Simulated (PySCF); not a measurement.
C3H13GeNSi, SMILES [CH3][Ge]([CH3])([CH3])[SiH2]N, GFN2-xTB optimised geometry.

```
19

Si    -1.82     0.04     0.00
N     -2.31    -0.91    -1.35
Ge     0.54     0.04     0.00
C      1.32    -1.63     0.73
C      1.33     0.28    -1.82
C      1.26     1.53     1.11
H     -2.41    -0.63     1.16
H     -2.34     1.42     0.00
H     -1.83    -0.79    -2.23
H     -3.29    -1.05    -1.52
H      2.41    -1.60     0.72
H      1.01    -2.50     0.15
H      1.00    -1.80     1.76
H      0.97     1.19    -2.29
H      2.41     0.35    -1.76
H      1.08    -0.55    -2.47
H      0.92     1.44     2.14
H      0.94     2.50     0.74
H      2.35     1.51     1.12
```

Density from PySCF 2.14.0 with CAM-B3LYP/def2-SVP at that geometry.

Minimum of the electron density along straight lines between bonded atoms, close to the bond critical point (lines longer than 1.1 times the sum of covalent radii, or with two minima, are not listed):

```csv
bond,length / Å,ρ at the minimum / e bohr⁻³,∇²ρ there / e bohr⁻⁵,position (fraction from the first atom)
Si1–N2,1.723,0.123,0.73,0.40
Si1–Ge3,2.356,[?],[?],0.35
Ge3–C4,1.990,0.121,0.05,0.47
Ge3–C5,1.996,0.120,0.05,0.47
Ge3–C6,1.990,0.121,0.05,0.47
Si1–H7,1.465,0.117,0.34,0.49
Si1–H8,1.476,0.115,0.32,0.49
N2–H9,1.007,0.330,-1.52,0.77
N2–H10,1.007,0.331,-1.52,0.77
C4–H11,1.087,0.272,-0.99,0.63
C4–H12,1.086,0.273,-0.99,0.63
C4–H13,1.087,0.273,-0.99,0.63
C5–H14,1.087,0.273,-0.99,0.63
C5–H15,1.087,0.273,-0.99,0.63
C5–H16,1.087,0.273,-0.99,0.63
C6–H17,1.087,0.273,-0.99,0.63
C6–H18,1.087,0.273,-0.99,0.63
C6–H19,1.087,0.272,-0.99,0.63
```

Some entries are withheld; supply them.


- Si1–Ge3, ρ at the minimum / e bohr⁻³: 0.096
- Si1–Ge3, ∇²ρ there / e bohr⁻⁵: -0.09
